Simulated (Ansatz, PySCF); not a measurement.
CCl3, SMILES Cl[C](Cl)Cl (connectivity only; charge and spin as stated), charge +1, multiplicity 1. Atoms are numbered in the order given.

```xyz
4

Cl     1.4272    -0.8240     0.0019
C      0.0000     0.0000     0.0019
Cl     0.0000     1.6479     0.0019
Cl    -1.4272    -0.8240     0.0019
```
Charge +1, spin multiplicity 1.

Coordinates come from a PBE0-D3(BJ)/def2-SVP optimisation. The multiplicity is an assumed one; other spin states were not compared. The isomer is the one that the SMILES or the coordinates give; other isomers of the formula were not compared.

Two levels are set side by side: PBE-D3(BJ)/def2-SVP (Ansatz, an electronic-structure program) and PBE0-D3(BJ)/def2-SVP (Ansatz). Each level has its own optimised geometry; the coordinates shown are those of the second. Frequencies come from the Hessian of PySCF at each geometry. Differences are taken from unrounded values.

| quantity | PBE0-D3(BJ) |
|---|---|
| mean bond length (Å) | 1.648 |
| bond Cl1–C2 (Å) | 1.648 |
| bond C2–Cl3 (Å) | 1.648 |
| bond C2–Cl4 (Å) | 1.648 |
| highest harmonic wavenumber (cm⁻¹) | 1082 |
| mean harmonic wavenumber (cm⁻¹) | 648 |
| zero-point energy (kcal/mol) | 5.56 |

Question: What does PBE-D3(BJ) give, and how far is it from PBE0-D3(BJ)? (An estimate is asked for; the answer gives what the named calculation found.)

Answer: 
```json
[
 {"quantity": "mean bond length (Å)", "PBE-D3(BJ)": "1.664", "PBE-D3(BJ) minus PBE0-D3(BJ)": "0.016"},
 {"quantity": "bond Cl1–C2 (Å)", "PBE-D3(BJ)": "1.664", "PBE-D3(BJ) minus PBE0-D3(BJ)": "0.016"},
 {"quantity": "bond C2–Cl3 (Å)", "PBE-D3(BJ)": "1.664", "PBE-D3(BJ) minus PBE0-D3(BJ)": "0.016"},
 {"quantity": "bond C2–Cl4 (Å)", "PBE-D3(BJ)": "1.664", "PBE-D3(BJ) minus PBE0-D3(BJ)": "0.016"},
 {"quantity": "highest harmonic wavenumber (cm⁻¹)", "PBE-D3(BJ)": "1022", "PBE-D3(BJ) minus PBE0-D3(BJ)": "-59"},
 {"quantity": "mean harmonic wavenumber (cm⁻¹)", "PBE-D3(BJ)": "616", "PBE-D3(BJ) minus PBE0-D3(BJ)": "-32"},
 {"quantity": "zero-point energy (kcal/mol)", "PBE-D3(BJ)": "5.29", "PBE-D3(BJ) minus PBE0-D3(BJ)": "-0.27"}
]
```

GGA bonds tend to be longer and softer than those of functionals with exact exchange. Differences between two approximate levels are no errors against the true value.
